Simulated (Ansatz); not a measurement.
Geometry optimisation, RKS B3LYP/def2-SVP in Ansatz 0.2.0.

Input:

```yaml
crystal:
  periodic: [false, false, false]
  atoms:
    - { symbol: B, position_ang: [-1.71087, 1.00813, 0.30765] }
    - { symbol: "N", position_ang: [-0.34972, 0.8087, 0.28988] }
    - { symbol: C, position_ang: [0.36813, -0.42969, 0.49439] }
    - { symbol: C, position_ang: [0.12843, -0.9968, 1.89279] }
    - { symbol: H, position_ang: [-2.12554, 2.08501, 0.10422] }
    - { symbol: H, position_ang: [-2.41798, 0.1001, 0.53018] }
    - { symbol: H, position_ang: [0.28012, 1.57387, 0.09074] }
    - { symbol: H, position_ang: [1.43169, -0.23147, 0.35292] }
    - { symbol: H, position_ang: [0.05305, -1.1688, -0.25454] }
    - { symbol: H, position_ang: [-0.92826, -1.21188, 2.04274] }
    - { symbol: H, position_ang: [0.69068, -1.91734, 2.02684] }
    - { symbol: H, position_ang: [0.44524, -0.27884, 2.64598] }
basis:
  gaussian: { orbitals: def2-SVP }
hamiltonian:
  xc: b3lyp
relax:
  f_tol: 0.015
  max_steps: 40
```

Launched with:

```bash
$ ansatz run input.yaml --threads 2 --pin off --max-ram 3072MiB --backend cpu --events-out ev --progress --plain --runs-dir out
```

**Question.** Where does it end, and by what steps?

**Answer.** The forces met the threshold. After 12 steps the energy has fallen by 0.161 eV; H6 moved furthest, 1.11 Å.

```csv
step,energy less start (eV),largest force component (eV/Å),accepted
0,0.0000,0.830,yes
1,-0.0701,0.240,yes
2,-0.0811,0.080,yes
3,-0.0841,0.229,yes
4,-0.0930,0.224,yes
5,-0.1023,0.675,yes
6,-0.1222,0.209,yes
7,-0.1393,0.271,yes
8,-0.1474,0.208,yes
9,-0.1567,0.242,yes
10,-0.1607,0.067,yes
11,-0.1611,0.037,yes
12,-0.1612,0.004,yes
```

```xyz
12
Properties=species:S:1:pos:R:3
B -1.737 1.085 -0.055
N -0.496 0.794 0.500
C 0.174 -0.497 0.567
C 0.383 -0.992 1.998
H -2.146 2.220 -0.010
H -2.377 0.197 -0.571
H 0.032 1.545 0.937
H 1.152 -0.437 0.053
H -0.436 -1.218 0.001
H -0.581 -1.116 2.517
H 0.907 -1.960 2.004
H 0.991 -0.281 2.584
```

Run time: 24 s on 2 threads of Arm Neoverse V2 (shared host), peak memory 0.19 GiB.
